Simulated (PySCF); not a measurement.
# One molecule, several mistakes: B2CH6N

Calculated results; nothing here was measured. The program is PySCF 2.14.0, an open-source quantum chemistry code, run on an isolated molecule that a program drew, which may never have been made. The molecule is B2CH6N (charge 0, doublet), drawn as the SMILES string `[BH]CBN`.

Each row is a Hartree-Fock (HF) and frozen-core CCSD(T) single point in the cc-pVDZ basis, meant for a local HF minimum. Run 1 is clean. Each other run has one planted mistake out of seven kinds, and not every kind appears here: one electron removed, one electron added, multiplicity raised by two, geometry at a saddle point, minimal basis STO-3G, one bond length entered in bohr, all coordinates scaled. The reference is restricted for singlets and unrestricted otherwise, and also for a bond in bohr. Adding or removing an electron swaps singlet and doublet. Electrons count all cores. HOMO and LUMO are orbital energies over both spins, the gradient is its largest component, and the lowest frequency (negative if imaginary) is given only where the gradient is small. Bond lengths are over the 9 bonds as drawn. T1 is the CCSD diagnostic: over 0.02 (restricted) or 0.045 (unrestricted) a single reference is doubtful.

Geometry of the clean run:
```xyz
10
B2CH6N, angstrom
B    -1.1240   -1.2288   -2.0799
C    -0.5379   -0.6400   -0.7642
B    -0.5301    0.9545   -0.8179
N    -1.3362    1.7216    0.0187
H    -0.6367   -1.1647   -3.1754
H     0.5209   -0.9407   -0.7274
H    -1.0416   -1.0125    0.1320
H     0.1790    1.5334   -1.5999
H    -1.9569    1.3287    0.6959
H    -1.3403    2.7196   -0.0001
```

| run | electrons | basis functions | <S^2> | HOMO (eV) | LUMO (eV) | gradient (hartree/bohr) | lowest frequency (cm^-1) | mean bond (Å) | longest bond (Å) | T1 | HF (hartree) | CCSD(T) (hartree) | mistake |
|---|---|---|---|---|---|---|---|---|---|---|---|---|---|
| 1 | 29 | 86 | 0.753 | -8.48 | 2.34 | 3.5e-05 | 75 | 1.2378 | 1.595 | 0.0141 | -145.16850 | -145.68913 | no fault |
| 2 | 30 | 86 | 0.000 | 1.20 | 8.59 | 5.7e-02 | - | 1.2378 | 1.595 | 0.0204 | -145.07956 | -145.63859 | one electron added |
| 3 | 29 | 86 | 3.763 | -6.54 | -2.05 | 1.0e-01 | - | 1.2378 | 1.595 | 0.0392 | -144.97002 | -145.48725 | multiplicity raised by two |
| 4 | 29 | 26 | 0.752 | -6.92 | 7.08 | 2.6e-02 | - | 1.2378 | 1.595 | 0.0164 | -143.34199 | -143.55432 | ? |

**Which mistake was planted in run 4, and what did it cost?**

It has 26 basis functions where the clean run has 86, with the same electrons and geometry. So the mistake is: minimal basis STO-3G. Subtracting run 1 and multiplying by 627.51 kcal/mol a hartree, the energy moved by 1146.2 kcal/mol in HF and 1339.6 kcal/mol in CCSD(T).

Cautions from the logs. Run 2: T1 is over the limit, so its CCSD(T) energy is less reliable and the HOMO is above zero, so the electron isn't bound and the energy depends on the basis.
